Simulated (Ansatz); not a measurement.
Conformers of CH₄BFOS, SMILES `COB(F)S`, each relaxed with PBE0-D4/def2-TZVP in Ansatz. CBS adds the triple-zeta coupled-cluster correction to the MP2 limit.

Not all of them had a frequency check.

Conformer A:

Z-matrix (Å, degrees):
```
C
O 1 1.409
H 1 1.094 2 111.2
H 1 1.094 2 111.2 3 -122.2
H 1 1.089 2 107.5 3 118.9
B 2 1.344 1 124.6 3 60.8
S 6 1.819 2 127.6 1 0.0
F 6 1.328 2 116.9 1 -180.0
H 7 1.341 6 96.9 2 0.0
```

Conformer B:

Cartesian coordinates in Å:
```
C -0.219 1.441 0.504
O 0.451 0.194 0.559
B 0.158 -0.829 -0.258
F -0.798 -0.734 -1.185
S 1.101 -2.367 -0.070
H 0.516 2.222 0.301
H -0.987 1.455 -0.271
H -0.679 1.631 1.475
H 0.457 -3.012 -1.054
```

Conformer C:

```xyz
9

C    -0.566    0.721    1.079
O     0.114    0.448   -0.136
B     0.286   -0.799   -0.603
F    -0.177   -1.863    0.056
S     1.159   -1.112   -2.161
H    -0.891   -0.194    1.576
H     0.108    1.272    1.737
H    -1.435    1.343    0.859
H     1.402    0.185   -2.406
```

Problem. Which is lowest in electronic energy at CCSD(T)/CBS (frozen core, def2 sets), and by how much? (Estimate.)

Solution. Ansatz gave: C; A lies 3.1 kJ/mol higher, B lies 0.6 kJ/mol higher. Gaps under about 2 kJ/mol don't settle the order.

Problem. Give the energies relative to C (kJ/mol) with B3LYP-D4/def2-TZVPP, ωB97X-V/def2-TZVPP, ωB97M-V/def2-TZVPP, B3LYP/def2-TZVPP, SCS-MP2/def2-TZVPP, CCSD(T)/def2-TZVPP, HF/def2-QZVPP. (Estimate.)

Solution. Computed: 
```tsv
level	A	B
B3LYP-D4/def2-TZVPP	3.2	0.5
ωB97X-V/def2-TZVPP	4.0	0.6
ωB97M-V/def2-TZVPP	3.4	0.6
B3LYP/def2-TZVPP	5.3	0.4
SCS-MP2/def2-TZVPP	4.0	0.6
CCSD(T)/def2-TZVPP	3.5	0.7
HF/def2-QZVPP	7.2	0.5
```

B3LYP here is the variant with VWN-RPA as its local correlation; programs differ in this.
